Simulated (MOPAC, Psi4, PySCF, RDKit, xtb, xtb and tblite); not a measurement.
Two geometries of SMILES OB(O)[SiH2][SiH2]c1ccco1, relaxed at GFN2-xTB with one dihedral held; other torsions can differ between them too.

Structure A

```
19

O     -3.3819    -1.6596     0.5203
B     -2.1731    -1.1872     0.1454
O     -1.0860    -1.9020     0.5490
Si    -2.1264     0.5227    -0.8377
Si    -1.9448     2.3504     0.5860
C     -0.3833     1.9941     1.5767
C      0.3129     2.6321     2.5650
C      1.4233     1.8177     2.8846
C      1.3319     0.7333     2.0683
O      0.2510     0.8268     1.2776
H     -3.3605    -2.4725     1.0309
H     -0.2257    -1.5408     0.3432
H     -3.2826     0.7463    -1.7213
H     -0.9727     0.5976    -1.7668
H     -3.0159     2.5416     1.5776
H     -1.7482     3.6781    -0.0135
H      0.0562     3.5728     3.0071
H      2.1818     2.0098     3.6161
H      1.9513    -0.1362     1.9620
```

Structure B

```
19

O     -3.6069    -1.6499     0.5096
B     -2.3510    -1.2824     0.1730
O     -1.3531    -2.1471     0.4916
Si    -2.1456     0.4560    -0.7533
Si    -0.1258     1.5443    -0.3563
C      1.2785     0.3785    -0.8218
C      2.4852     0.5333    -1.4429
C      3.0817    -0.7469    -1.5268
C      2.1988    -1.6047    -0.9521
O      1.1071    -0.9420    -0.5246
H     -3.6791    -2.5015     0.9476
H     -0.4556    -1.9037     0.2547
H     -3.2214     1.4159    -0.4551
H     -2.2343     0.3043    -2.2238
H      0.1296     1.9049     1.0511
H      0.1697     2.7632    -1.1168
H      2.8948     1.4574    -1.7951
H      4.0322    -0.9937    -1.9541
H      2.2254    -2.6647    -0.7904
```

Problem. Which is lower in energy at the level B3LYP-D3(BJ)/def2-SVP // GFN2-xTB in Psi4, and by how much?

Solution. B is lower, by 15.29 kJ/mol (dihedral O1–B2–Si4–Si5: 90° in A, 150° in B).

E(B) − E(A) in kJ/mol at the other levels, on the same two geometries: GFN2-xTB (xtb and tblite) -2.54; B3LYP/def2-SVP // GFN2-xTB (Psi4) -15.70; PBE/def2-SVP // GFN2-xTB (Psi4) -15.46; PBE-D3(BJ)/def2-SVP // GFN2-xTB (Psi4) -15.23; UFF // GFN2-xTB (RDKit) 50.60; PM3, restricted, heats of formation // GFN2-xTB (MOPAC) -5.38; PM6, restricted, heats of formation // GFN2-xTB (MOPAC) -11.82; GFN1-xTB // GFN2-xTB (xtb) 0.11; restricted B3LYP/6-31G*, spherical d, density fitting // GFN2-xTB (PySCF) -16.91.
